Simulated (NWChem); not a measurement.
Species: C3H6OSi; SMILES C#C[SiH2]CO

```xyz
11

C      0.8507     2.5336    -0.0508
C      0.1472     1.5436     0.0257
Si    -0.9119     0.0473     0.1293
C      0.0111    -1.4739    -0.5176
O      1.0972    -1.7405     0.3331
H      1.4730     3.4087    -0.1153
H     -2.1247     0.2572    -0.7199
H     -1.3274    -0.1584     1.5464
H     -0.7146    -2.3135    -0.5683
H      0.3206    -1.2649    -1.5624
H      1.6049    -2.4704    -0.0349
```
Atoms are numbered in this order, from 1.

All runs: NWChem. Pople sets run with spherical d functions. All runs use the structure optimised with PBE0/def2-SVP. Level: PBE0/6-31+G*; the question gives the wavelength of the field.

**Question.** Predict the results for field static. Quantities: isotropic polarisability (bohr³); anisotropy (bohr³).

**Answer.** The isotropic polarisability (bohr³) is 61.1 and the anisotropy (bohr³) is 28.5.
